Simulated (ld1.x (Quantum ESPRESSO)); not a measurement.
**Reading a pseudo-wave (Hf (Z = 72))**

Columns: radius, all-electron u(r) and pseudo u(r) of the 6p shell (level -3.82 eV) of hafnium in the configuration [Xe] 4f14 5d2 6s1.5 6p0; PW91, scalar-relativistic, TM scheme, ld1.x (Quantum ESPRESSO) 7.5.

```json
{"r (bohr)": "0.200", "all-electron": "-0.0522", "pseudo": "0.0023"}
{"r (bohr)": "0.400", "all-electron": "0.1278", "pseudo": "0.0092"}
{"r (bohr)": "0.600", "all-electron": "-0.0137", "pseudo": "0.0208"}
{"r (bohr)": "0.800", "all-electron": "-0.1680", "pseudo": "0.0372"}
{"r (bohr)": "1.000", "all-electron": "-0.2229", "pseudo": "0.0586"}
{"r (bohr)": "1.200", "all-electron": "-0.1952", "pseudo": "0.0853"}
{"r (bohr)": "1.400", "all-electron": "-0.1203", "pseudo": "0.1172"}
{"r (bohr)": "1.600", "all-electron": "-0.0252", "pseudo": "0.1543"}
{"r (bohr)": "1.800", "all-electron": "0.0733", "pseudo": "0.1962"}
{"r (bohr)": "2.000", "all-electron": "0.1662", "pseudo": "0.2419"}
{"r (bohr)": "2.200", "all-electron": "0.2491", "pseudo": "0.2901"}
{"r (bohr)": "2.400", "all-electron": "0.3202", "pseudo": "0.3386"}
{"r (bohr)": "2.600", "all-electron": "0.3793", "pseudo": "0.3850"}
{"r (bohr)": "2.800", "all-electron": "0.4267", "pseudo": "0.4268"}
{"r (bohr)": "3.000", "all-electron": "0.4633", "pseudo": "0.4618"}
{"r (bohr)": "3.200", "all-electron": "0.4898", "pseudo": "0.4886"}
{"r (bohr)": "3.400", "all-electron": "0.5073", "pseudo": "0.5068"}
{"r (bohr)": "3.600", "all-electron": "0.5169", "pseudo": "0.5168"}
{"r (bohr)": "3.800", "all-electron": "0.5197", "pseudo": "0.5197"}
{"r (bohr)": "4.000", "all-electron": "0.5167", "pseudo": "0.5167"}
{"r (bohr)": "4.200", "all-electron": "0.5089", "pseudo": "0.5089"}
{"r (bohr)": "4.400", "all-electron": "0.4975", "pseudo": "0.4975"}
{"r (bohr)": "4.600", "all-electron": "0.4832", "pseudo": "0.4832"}
{"r (bohr)": "4.800", "all-electron": "0.4669", "pseudo": "0.4669"}
{"r (bohr)": "5.000", "all-electron": "0.4492", "pseudo": "0.4492"}
{"r (bohr)": "5.200", "all-electron": "0.4308", "pseudo": "0.4308"}
```

Problem. How many radial nodes do the two functions have?

Solution. The all-electron 6p function has n − l − 1 = 4 (the table is too coarse to show those close to the nucleus); the pseudo-wave has 0, since the states of the same l below it are removed with the core.

Problem. At about which radius was the pseudo-wave matched?

Solution. 4.00 bohr. The columns agree to 0.0005 from 3.40 bohr on; several derivatives are matched, so the curves merge somewhat inside the radius.

Problem. Is the pseudo-wave norm-conserving?

Solution. Yes: the TM scheme keeps the norm inside the radius equal to the all-electron one, which fixes the energy derivative of the logarithmic derivative at the level.
